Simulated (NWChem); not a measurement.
System: ZnCl, doublet; SMILES [Cl][Zn]

Input file for NWChem:

```
start job
memory heap 200 mb stack 900 mb global 1100 mb
geometry units angstroms noautoz
  Zn     0.000000     0.000000    -0.775852
  Cl     0.000000     0.000000     1.386832
end
basis spherical
  * library 6-31g*
end
dft
  odft
  mult 2
  xc hfexch
  iterations 150
  mulliken
end
task dft energy
```

NWChem printed, in part:

```
             Northwest Computational Chemistry Package (NWChem) 7.3.0
             --------------------------------------------------------

 ORDER OF PRIMARY AXIS IS BEING SET TO 4
 C4V symmetry detected

                             Geometry "geometry" -> ""
                             -------------------------

 Output coordinates in angstroms (scale by  1.889725989 to convert to a.u.)

  No.       Tag          Charge          X              Y              Z
 ---- ---------------- ---------- -------------- -------------- --------------
    1 Zn                  30.0000     0.00000000     0.00000000    -0.78224740
    2 Cl                  17.0000     0.00000000     0.00000000     1.38043660

 Effective nuclear repulsion energy (a.u.)     124.7895656461

      Symmetry information
      --------------------

 Group name             C4v
 Group number             18
 Group order               8
 No. of unique centers     2

  xc_inp: hfexch multiplicative factor not found.

                                 NWChem DFT Module
                                 -----------------

 Summary of "ao basis" -> "ao basis" (spherical)
 ------------------------------------------------------------------------------
       Tag                 Description            Shells   Functions and Types
 ---------------- ------------------------------  ------  ---------------------
 Zn                          6-31g*                 12       34   5s4p2d1f
 Cl                          6-31g*                  8       18   4s3p1d

      Symmetry analysis of basis
      --------------------------

        a1         20
        a2          0
        b1          4
        b2          4
        e          24

            General Information
            -------------------
          SCF calculation type: DFT
          Wavefunction type:  spin polarized.
          No. of atoms     :     2
          No. of electrons :    47
           Alpha electrons :    24
            Beta electrons :    23
          Charge           :     0
          Spin multiplicity:     2
          Use of symmetry is: on ; symmetry adaption is: on
          Maximum number of iterations: 150
          AO basis - number of functions:    52
                     number of shells:    20
          Convergence on energy requested:  1.00D-06
          Convergence on density requested:  1.00D-05
          Convergence on gradient requested:  5.00D-04

              XC Information
              --------------
                     Hartree-Fock (Exact) Exchange  1.000

      Superposition of Atomic Density Guess
      -------------------------------------

 Sum of atomic energies:       -2236.93167043

      Non-variational initial energy
      ------------------------------

 Total energy =   -2237.060870
 1-e energy   =   -3368.784514
 2-e energy   =    1006.934078
 HOMO         =      -0.178509
 LUMO         =       0.069678

   Symmetry analysis of molecular orbitals - initial alpha
   -------------------------------------------------------

 !! scf_movecs_sym_adapt:    8 vectors were symmetry contaminated

  Symmetry fudging

 !! scf_movecs_sym_adapt:    8 vectors were symmetry contaminated

  Numbering of irreducible representations:

     1 a1          2 a2          3 b1          4 b2          5 e

  Orbital symmetries:

     1 a1          2 a1          3 a1          4 a1          5 e
     6 e           7 a1          8 a1          9 e          10 e
    11 a1         12 a1         13 e          14 e          15 a1
    16 a1         17 e          18 e          19 b1         20 b2
    21 a1         22 e          23 e          24 a1         25 e
    26 e          27 a1         28 a1         29 e          30 e
    31 a1         32 a1         33 e          34 e

   Symmetry analysis of molecular orbitals - initial beta
   ------------------------------------------------------

 !! scf_movecs_sym_adapt:    8 vectors were symmetry contaminated

  Symmetry fudging

 !! scf_movecs_sym_adapt:    8 vectors were symmetry contaminated

  Numbering of irreducible representations:

     1 a1          2 a2          3 b1          4 b2          5 e

  Orbital symmetries:

     1 a1          2 a1          3 a1          4 a1          5 e
     6 e           7 a1          8 a1          9 e          10 e
    11 a1         12 a1         13 e          14 e          15 a1
    16 a1         17 e          18 e          19 b1         20 b2
    21 a1         22 e          23 e          24 a1         25 e
    26 e          27 a1         28 a1         29 e          30 e
    31 a1         32 a1         33 e          34 e

     ---------------------------------------------
      Total Density - Mulliken Population Analysis
     ---------------------------------------------

    Atom       Charge   Shell Charges
 -----------   ------   -------------------------------------------------------
    1 Zn  30    29.36   2.00  2.00  6.00  2.00  6.00  0.61  0.13  0.61  0.02  6.85  3.13  0.00
    2 Cl  17    17.64   2.00  2.00  5.98  1.39  3.78  0.57  1.91  0.01

     --------------------------------------------
      Spin Density - Mulliken Population Analysis
     --------------------------------------------

    Atom       Charge   Shell Charges
 -----------   ------   -------------------------------------------------------
    1 Zn  30     0.87   0.00  0.00  0.00 -0.00  0.00  0.31  0.04  0.50  0.02  0.01 -0.00  0.00
    2 Cl  17     0.13   0.00  0.00  0.00  0.01  0.11 -0.01  0.02  0.00

 !! scf_movecs_sym_adapt:    8 vectors were symmetry contaminated

  Symmetry fudging

 !! scf_movecs_sym_adapt:    8 vectors were symmetry contaminated

 !! scf_movecs_sym_adapt:    8 vectors were symmetry contaminated

  Symmetry fudging

 !! scf_movecs_sym_adapt:    8 vectors were symmetry contaminated

   convergence    iter        energy       DeltaE   RMS-Dens  Diis-err
 ---------------- ----- ----------------- --------- --------- ---------
 d= 0,ls=0.0,diis     1  -2236.9692327170 -2.36D+03  7.05D-03  3.51D-02
                                                     4.28D-03  2.96D-02

 !! scf_movecs_sym_adapt:    8 vectors were symmetry contaminated

  Symmetry fudging

 !! scf_movecs_sym_adapt:    2 vectors were symmetry contaminated

 !! scf_movecs_sym_adapt:    6 vectors were symmetry contaminated

  Symmetry fudging

 !! scf_movecs_sym_adapt:    2 vectors were symmetry contaminated

 d= 0,ls=0.0,diis     2  -2236.9989065739 -2.97D-02  1.91D-03  8.07D-03
                                                     1.33D-03  7.01D-03

 !! scf_movecs_sym_adapt:    6 vectors were symmetry contaminated

  Symmetry fudging

 !! scf_movecs_sym_adapt:    2 vectors were symmetry contaminated

 !! scf_movecs_sym_adapt:    6 vectors were symmetry contaminated

  Symmetry fudging
 d= 0,ls=0.0,diis     3  -2237.0040110097 -5.10D-03  1.55D-03  8.84D-04
                                                     5.45D-04  7.66D-04

 !! scf_movecs_sym_adapt:    6 vectors were symmetry contaminated

  Symmetry fudging

 !! scf_movecs_sym_adapt:    4 vectors were symmetry contaminated

 !! scf_movecs_sym_adapt:    6 vectors were symmetry contaminated

  Symmetry fudging

 !! scf_movecs_sym_adapt:    2 vectors were symmetry contaminated

 d= 0,ls=0.0,diis     4  -2237.0053833017 -1.37D-03  9.50D-04  2.37D-04
                                                     3.43D-04  1.24D-04

 !! scf_movecs_sym_adapt:    6 vectors were symmetry contaminated

  Symmetry fudging

 !! scf_movecs_sym_adapt:    2 vectors were symmetry contaminated

 !! scf_movecs_sym_adapt:    4 vectors were symmetry contaminated

  Symmetry fudging

 !! scf_movecs_sym_adapt:    2 vectors were symmetry contaminated

 d= 0,ls=0.0,diis     5  -2237.0057420591 -3.59D-04  2.60D-04  1.47D-05
                                                     1.79D-04  2.89D-05

 !! scf_movecs_sym_adapt:    4 vectors were symmetry contaminated

  Symmetry fudging

 !! scf_movecs_sym_adapt:    2 vectors were symmetry contaminated

 !! scf_movecs_sym_adapt:    4 vectors were symmetry contaminated

  Symmetry fudging

 !! scf_movecs_sym_adapt:    2 vectors were symmetry contaminated

  Resetting Diis
 d= 0,ls=0.0,diis     6  -2237.0057893857 -4.73D-05  9.82D-05  3.94D-06
                                                     1.02D-04  4.20D-06

 !! scf_movecs_sym_adapt:    4 vectors were symmetry contaminated

  Symmetry fudging

 !! scf_movecs_sym_adapt:    2 vectors were symmetry contaminated

 !! scf_movecs_sym_adapt:    6 vectors were symmetry contaminated

  Symmetry fudging

 !! scf_movecs_sym_adapt:    2 vectors were symmetry contaminated

 d= 0,ls=0.0,diis     7  -2237.0058002073 -1.08D-05  1.86D-05  4.60D-07
                                                     2.20D-05  7.02D-07

 !! scf_movecs_sym_adapt:    4 vectors were symmetry contaminated

  Symmetry fudging

 !! scf_movecs_sym_adapt:    2 vectors were symmetry contaminated

 !! scf_movecs_sym_adapt:    6 vectors were symmetry contaminated

  Symmetry fudging

 !! scf_movecs_sym_adapt:    4 vectors were symmetry contaminated

 d= 0,ls=0.0,diis     8  -2237.0058013031 -1.10D-06  2.53D-05  2.13D-07
                                                     3.09D-05  2.63D-07

 !! scf_movecs_sym_adapt:    4 vectors were symmetry contaminated

  Symmetry fudging

 !! scf_movecs_sym_adapt:    2 vectors were symmetry contaminated

 !! scf_movecs_sym_adapt:    6 vectors were symmetry contaminated

  Symmetry fudging

 !! scf_movecs_sym_adapt:    2 vectors were symmetry contaminated

 d= 0,ls=0.0,diis     9  -2237.0058020587 -7.56D-07  7.21D-06  1.11D-08
                                                     1.06D-05  3.40D-08

 !! scf_movecs_sym_adapt:    2 vectors were symmetry contaminated

  Symmetry fudging

 !! scf_movecs_sym_adapt:    2 vectors were symmetry contaminated

 !! scf_movecs_sym_adapt:    2 vectors were symmetry contaminated

  Symmetry fudging

 !! scf_movecs_sym_adapt:    2 vectors were symmetry contaminated

 d= 0,ls=0.0,diis    10  -2237.0058021186 -6.00D-08  1.20D-06  1.45D-09
                                                     1.08D-06  7.57D-10

         Total DFT energy =    -2237.005802118634
      One electron energy =    -3367.874935086881
           Coulomb energy =     1103.434941487071
    Exchange-Corr. energy =      -97.355374164959
 Nuclear repulsion energy =      124.789565646135

 Numeric. integr. density =        0.000000000000

                  Occupations of the irreducible representations
                  ----------------------------------------------

                     irrep           alpha         beta
                     --------     --------     --------
                     a1               12.0         11.0
                     a2                0.0          0.0
                     b1                1.0          1.0
                     b2                1.0          1.0
                     e                10.0         10.0

                    DFT Final Alpha Molecular Orbital Analysis
                    ------------------------------------------

 Vector   22  Occ=1.000000D+00  E=-4.295139D-01  Symmetry=e
              MO Center= -1.2D-16, -2.1D-16,  1.3D+00, r^2= 1.3D+00
   Bfn.  Coefficient  Atom+Function         Bfn.  Coefficient  Atom+Function
  ----- ------------  ---------------      ----- ------------  ---------------
    42      0.655767  2 Cl py                46      0.397800  2 Cl py
    38     -0.256101  2 Cl py                41      0.212838  2 Cl px
    45      0.129111  2 Cl px                37     -0.083121  2 Cl px
    12      0.068445  1 Zn py                19     -0.058991  1 Zn d -1
    16      0.027573  1 Zn py                 8     -0.026319  1 Zn py

 Vector   23  Occ=1.000000D+00  E=-4.295139D-01  Symmetry=e
              MO Center= -3.7D-16, -4.1D-17,  1.3D+00, r^2= 1.3D+00
   Bfn.  Coefficient  Atom+Function         Bfn.  Coefficient  Atom+Function
  ----- ------------  ---------------      ----- ------------  ---------------
    41      0.655767  2 Cl px                45      0.397800  2 Cl px
    37     -0.256101  2 Cl px                42     -0.212838  2 Cl py
    46     -0.129111  2 Cl py                38      0.083121  2 Cl py
    11      0.068445  1 Zn px                21      0.058991  1 Zn d  1
    15      0.027573  1 Zn px                 7     -0.026319  1 Zn px

 Vector   24  Occ=1.000000D+00  E=-3.183004D-01  Symmetry=a1
              MO Center= -1.4D-15,  6.0D-16, -1.2D+00, r^2= 3.2D+00
   Bfn.  Coefficient  Atom+Function         Bfn.  Coefficient  Atom+Function
  ----- ------------  ---------------      ----- ------------  ---------------
    10      0.481852  1 Zn s                 14     -0.448154  1 Zn s
    13      0.319060  1 Zn pz                43     -0.285158  2 Cl pz
     6     -0.187252  1 Zn s                 47     -0.178430  2 Cl pz
    17      0.142976  1 Zn pz                39      0.110521  2 Cl pz
     9     -0.086104  1 Zn pz                 2      0.073276  1 Zn s

 Vector   25  Occ=0.000000D+00  E= 4.032721D-02  Symmetry=e
              MO Center= -9.3D-17,  1.8D-17, -8.9D-01, r^2= 6.1D+00
   Bfn.  Coefficient  Atom+Function         Bfn.  Coefficient  Atom+Function
  ----- ------------  ---------------      ----- ------------  ---------------
    15      0.683660  1 Zn px                16      0.560071  1 Zn py
    45     -0.202681  2 Cl px                11      0.180668  1 Zn px
    46     -0.166041  2 Cl py                12      0.148008  1 Zn py
    41     -0.107681  2 Cl px                42     -0.088215  2 Cl py
     7     -0.074553  1 Zn px                 8     -0.061076  1 Zn py

 Vector   26  Occ=0.000000D+00  E= 4.032721D-02  Symmetry=e
              MO Center= -1.9D-17,  7.0D-17, -8.9D-01, r^2= 6.1D+00
   Bfn.  Coefficient  Atom+Function         Bfn.  Coefficient  Atom+Function
  ----- ------------  ---------------      ----- ------------  ---------------
    16      0.683660  1 Zn py                15     -0.560071  1 Zn px
    46     -0.202681  2 Cl py                12      0.180668  1 Zn py
    45      0.166041  2 Cl px                11     -0.148008  1 Zn px
    42     -0.107681  2 Cl py                41      0.088215  2 Cl px
     8     -0.074553  1 Zn py                 7      0.061076  1 Zn px

 Vector   27  Occ=0.000000D+00  E= 1.088570D-01  Symmetry=a1
              MO Center= -2.4D-15,  9.6D-16, -5.9D-01, r^2= 8.2D+00
   Bfn.  Coefficient  Atom+Function         Bfn.  Coefficient  Atom+Function
  ----- ------------  ---------------      ----- ------------  ---------------
    17      1.319525  1 Zn pz                44     -0.886030  2 Cl s
    14      0.684500  1 Zn s                 47      0.282934  2 Cl pz
    43      0.122228  2 Cl pz                36      0.095452  2 Cl s
    40     -0.086932  2 Cl s                  6      0.085898  1 Zn s
    10     -0.084689  1 Zn s                 20      0.080279  1 Zn d  0

                     DFT Final Beta Molecular Orbital Analysis
                     -----------------------------------------

 Vector   21  Occ=1.000000D+00  E=-4.649150D-01  Symmetry=a1
              MO Center= -1.9D-16,  1.0D-16,  1.1D+00, r^2= 1.6D+00
   Bfn.  Coefficient  Atom+Function         Bfn.  Coefficient  Atom+Function
  ----- ------------  ---------------      ----- ------------  ---------------
    43      0.614742  2 Cl pz                47      0.310591  2 Cl pz
    10      0.271117  1 Zn s                 39     -0.243567  2 Cl pz
    13     -0.168856  1 Zn pz                40      0.129179  2 Cl s
     6     -0.123407  1 Zn s                 20      0.104487  1 Zn d  0
    44      0.087631  2 Cl s                  9      0.062896  1 Zn pz

[...]
```

Level: UHF/6-31G* (spherical d). All runs use the structure optimised with PBE0/def2-SVP, spin-unrestricted. This spin state was assumed; another may lie lower. No stability test was run on the SCF state.
